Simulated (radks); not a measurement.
Problem. The mean radii <r> (bohr) of the occupied orbitals of an atom or ion are listed with their occupations. Calculated with a radial shooting solver on a logarithmic mesh with Libxc functionals: Dirac Kohn-Sham, PBE, spin-unpolarised, spherical densities, finite nucleus; Fermi nuclear charge, rms radius of each element as measured or else 0.836 A^(1/3) + 0.57 fm.

| orbital | occ. | <r> |
|---|---|---|
| 1s1/2 | 2 | 0.01804 |
| 2s1/2 | 2 | 0.07559 |
| 2p1/2 | 2 | 0.06246 |
| 2p3/2 | 4 | 0.07054 |
| 3s1/2 | 2 | 0.1969 |
| 3p1/2 | 2 | 0.1870 |
| 3p3/2 | 4 | 0.2019 |
| 3d3/2 | 4 | 0.1765 |
| 3d5/2 | 6 | 0.1811 |
| 4s1/2 | 2 | 0.4405 |
| 4p1/2 | 2 | 0.4450 |
| 4p3/2 | 4 | 0.4784 |
| 4d3/2 | 4 | 0.4934 |
| 4d5/2 | 6 | 0.5048 |
| 5s1/2 | 2 | 1.037 |
| 5p1/2 | 2 | 1.138 |
| 5p3/2 | 4 | 1.240 |
| 4f5/2 | 6 | 0.5761 |
| 4f7/2 | 8 | 0.5850 |
| 5d3/2 | 2 | 1.812 |
| 6s1/2 | 1 | 2.867 |
| 5d5/2 | 3 | 1.882 |

Name the element and its charge. Open shells, if any, are shared by 2j + 1.

Solution. Z = 75, rhenium, charge +1: Re+ in [Xe] 4f14 5d5 6s1. The 1s radius gives Z: for a bare nucleus <r> = (2 gamma + 1)/(2Z) with gamma = sqrt(1 - (Z/c)^2), 0.01783 bohr for Z = 75, and screening makes it slightly larger (0.01804 here). The occupations add up to 74, and the charge is Z minus that.
